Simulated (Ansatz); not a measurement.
Stepwise reaction of `[AlH2][SiH2][SiH3]` with ammonia, as a gas-phase model of exchange steps in deposition or etching. ΔE in kJ/mol.

Computed with Ansatz on PBE0-D4/def2-TZVP structures; ΔE is electronic, products minus reactants. CCSD(T)/CBS is the MP2 limit (def2-TZVPP, def2-QZVPP) plus CCSD(T) − MP2 in def2-TZVPP, frozen cores. This one scheme is used for every species. Functionals use def2-TZVPP. B3LYP here is the variant with VWN-RPA as its local correlation; programs differ in this. Each species was taken in one conformer, which may not be the lowest.

```json
{"step": "1", "reaction": "`[AlH2][SiH2][SiH3]` + NH₃ → `N[SiH]([AlH2])[SiH3]` + H₂", "PBE-D4": "0.7", "B3LYP-D4": "-1.2", "ωB97M-V": "0.8", "CCSD(T)/CBS": "1.0"}
{"step": "2", "reaction": "`N[SiH]([AlH2])[SiH3]` + NH₃ → `N[Si](N)([AlH2])[SiH3]` + H₂", "PBE-D4": "-29.4", "B3LYP-D4": "-32.1", "ωB97M-V": "-30.7", "CCSD(T)/CBS": "-31.0"}
```

(1) By hand: ΔE of the 2 steps together at CCSD(T)/CBS.

## Answers

(1) (1.0) + (-31.0) = -30.0 kJ/mol, or -15.0 kJ/mol a step.

In ΔE each step is lower than the one before. PBE-D4 differs from CCSD(T)/CBS by -0.3 to 1.6 kJ/mol a step. Isolated molecules leave out the surface, adducts and barriers. Largest T1 diagnostic: 0.013.
